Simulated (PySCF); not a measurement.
Species: C4H10GeO3.
SMILES with atom numbers: `[GeH3:1][O:2][C@@H:3]1[CH2:4][CH2:5][O:6][CH2:7][O:8]1` (hydrogens: H9, H10, H11 on Ge1; H12 on C3; H13, H14 on C4; H15, H16 on C5; H17, H18 on C7)

Geometry (PBE0-D3(BJ)/def2-SVP, Å), atoms numbered from 1 in this order:
```xyz
18
C4H10GeO3 angstrom
Ge     2.6902    0.8490   -0.1795
O      1.1756    0.0669   -0.7542
C      0.5865   -0.8996    0.0560
C     -0.7369   -1.3223   -0.5677
C     -1.7550   -0.2105   -0.3887
O     -1.8359    0.1431    0.9752
C     -0.6089    0.5710    1.4501
O      0.3829   -0.4203    1.3670
H      2.3630    1.9527    0.8401
H      3.2980    1.4432   -1.4566
H      3.5870   -0.2385    0.4402
H      1.2585   -1.7688    0.1844
H     -0.5799   -1.5584   -1.6301
H     -1.0897   -2.2292   -0.0529
H     -2.7602   -0.5252   -0.7023
H     -1.4630    0.6703   -0.9938
H     -0.7234    0.8083    2.5159
H     -0.2790    1.4751    0.8947
```

Level: B3LYP/def2-SVPD in PySCF, non-relativistic, on one gas-phase PBE0-D3(BJ)/def2-SVP geometry that isn't relaxed in the solvent. The solvent is an IEF-PCM continuum (van der Waals radii × 1.2), and excitations are vertical TDDFT with non-equilibrium linear response and a frozen core. Only the electrostatic response of the medium enters. Spin–orbit coupling is left out although an atom past zinc is present.

Gas-phase singlets (H = HOMO, L = LUMO):

```csv
state,E (eV),λ (nm),f,leading configurations
S1,6.429,193,0.017,H→L 90%
S2,6.722,184,0.007,"H→L+1 75%, H-1→L 20%"
S3,6.764,183,0.002,"H-1→L 65%, H→L+1 21%"
S4,7.064,176,0.004,"H-1→L+1 80%, H-2→L 15%"
S5,7.128,174,0.009,"H-2→L 68%, H-1→L+1 15%, H-1→L 9%"
```

Task: What are the lowest 5 singlets in dichloromethane (ε = 8.93)?

Result: 
```json
{"state": "S1", "E (eV)": "6.568", "λ (nm)": "189", "f": "0.021", "leading configurations": "H→L 90%", "change by rank (eV)": "+0.139"}
{"state": "S2", "E (eV)": "6.879", "λ (nm)": "180", "f": "0.012", "leading configurations": "H→L+1 74%, H-1→L 17%", "change by rank (eV)": "+0.157"}
{"state": "S3", "E (eV)": "6.942", "λ (nm)": "179", "f": "0.005", "leading configurations": "H-1→L 66%, H→L+1 20%", "change by rank (eV)": "+0.178"}
{"state": "S4", "E (eV)": "7.232", "λ (nm)": "171", "f": "0.006", "leading configurations": "H-1→L+1 49%, H-2→L 40%", "change by rank (eV)": "+0.168"}
{"state": "S5", "E (eV)": "7.286", "λ (nm)": "170", "f": "0.021", "leading configurations": "H-1→L+1 43%, H-2→L 37%", "change by rank (eV)": "+0.158"}
```

Task: What are the lowest 5 singlets in water (ε = 78.36)?

Result: 
| state | E (eV) | λ (nm) | f | leading configurations | change by rank (eV) |
| --- | --- | --- | --- | --- | --- |
| S1 | 6.596 | 188 | 0.019 | H→L 90% | +0.167 |
| S2 | 6.912 | 179 | 0.011 | H→L+1 73%, H-1→L 18% | +0.190 |
| S3 | 6.979 | 178 | 0.005 | H-1→L 66%, H→L+1 21% | +0.215 |
| S4 | 7.267 | 171 | 0.006 | H-2→L 46%, H-1→L+1 39% | +0.203 |
| S5 | 7.319 | 169 | 0.021 | H-1→L+1 51%, H-2→L 27%, H→L+2 11% | +0.191 |

Task: The ground-state energy changes by -0.215 eV from gas to water. By how much does the total energy of gas-phase S1 change?

Result: E(S1) = E(S0) + excitation energy, so it changes by -0.215 + 0.167 = -0.048 eV: it is lowered less than the ground state, which is what a blue shift means. This is the vertical state, with the slow part of the continuum still set for S0.

Task: How do the frontier levels move from gas to water?

Result: 
```csv
orbital,gas (eV),solvent (eV),change (eV),"Löwdin shares, gas","Löwdin shares, solvent"
LUMO+2,0.74,0.83,+0.09,"C4 13 %, H14 11 %, H15 9 %, H13 9 %","O6 15 %, O8 11 %, Ge1 10 %, C4 9 %"
LUMO+1,-0.02,0.17,+0.19,"Ge1 44 %, H9 13 %, H11 12 %, H10 12 %","Ge1 44 %, H9 14 %, H10 12 %, H11 12 %"
LUMO,-0.20,-0.01,+0.19,"Ge1 39 %, O2 13 %, H11 11 %, H9 11 %","Ge1 36 %, O2 13 %, H11 10 %, H10 10 %"
HOMO,-7.42,-7.45,-0.03,"O6 41 %, O2 10 %, O8 9 %, C5 8 %","O6 36 %, O2 14 %, O8 9 %, C4 9 %"
HOMO-1,-7.86,-7.91,-0.05,"O8 43 %, O2 17 %, O6 11 %, C7 8 %","O8 38 %, O2 18 %, O6 11 %, C7 8 %"
HOMO-2,-8.31,-8.28,+0.03,"O2 39 %, O8 14 %, Ge1 10 %, H9 8 %","O2 32 %, O8 17 %, Ge1 11 %, H9 10 %"
HOMO-3,-8.49,-8.48,+0.01,"O2 29 %, O6 14 %, O8 11 %, C4 9 %","O2 29 %, O6 14 %, O8 10 %, C4 9 %"
```

The HOMO–LUMO gap goes from 7.22 to 7.44 eV. Rows go by rank; for LUMO+2 the atom shares or the degeneracy differ between the runs, so the row needn't follow one orbital.

Cost: about 2.8 min of CPU time on one thread; the machine was shared, so the figure is rough. This is the whole response run at B3LYP/def2-SVPD in water, SCF included.
